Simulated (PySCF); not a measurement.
**Working with the constants of SnTe⁺**

PBE0 constants of SnTe⁺, ²Π (doublet), unpaired electrons π ↑ (basis Sn def2-SVP with ECP28, Te def2-SVP with ECP28; scalar-relativistic core potentials; PySCF 2.14; masses 119.9022 and 129.9062 u):

```
ωe              : 215.5 cm⁻¹
ωexe            : 0.398 cm⁻¹
Be              : 0.037242 cm⁻¹
αe              : 8.76e-05 cm⁻¹
D (centrifugal) : 4.45e-09 cm⁻¹
De to Sn⁺ + Te  : 2.87 eV
```

Problem. Give the vibrational terms G(v) and spacings up to v = 6.

Solution. G(v) = ωe(v+½) − ωexe(v+½)².

```tsv
v	G(v) (cm⁻¹)	G(v) − G(v−1)	Bv (cm⁻¹)
0	107.7		0.03720
1	322.4	214.7	0.03711
2	536.3	213.9	0.03702
3	749.4	213.1	0.03694
4	961.7	212.3	0.03685
5	1173.2	211.5	0.03676
6	1383.9	210.7	0.03667
```

Problem. How well does the Morse estimate ωe²/(4ωexe) reproduce De, and what is D0?

Solution. It gives 3.62 eV, 126 % of the computed De. D0 = De − G(0) = 2.87 − 0.01 = 2.86 eV.

These are scalar-relativistic numbers at best; spin–orbit coupling would shift them, the dissociation energy most. For an ion De counts to the pair picked by the measured ionisation energies or electron affinities, which need not be the lowest pair at this level. The state is the lowest determinant that a PBE0 search found; another state may lie lower at other levels.
